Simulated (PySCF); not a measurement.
Job for PySCF: R-B3LYP/6-311+G** on Cl2FH (a complex).

```python
from pyscf import gto, scf, dft, mp
from pyscf.data.elements import chemcore

mol = gto.M(
    atom='''
    F     0.45494098    0.38365637    0.11229930
    H     0.33875157   -0.06119823    0.92007403
    Cl   -0.36555834    0.49030713    4.01704265
    Cl    0.04587924   -1.16416521    2.94616492
    ''',
    basis='6-311+g**',
    charge=0, spin=0, verbose=3, max_memory=1800)
mf = dft.RKS(mol, xc='b3lyp')
mf.conv_tol = 1e-8
mf.max_cycle = 100
mf.kernel()
if not mf.converged:
    mf = mf.newton().run(mf.mo_coeff, mf.mo_occ)
```

**Question.** What total energy does the run end on?

**Answer.** -1020.8933 hartree.
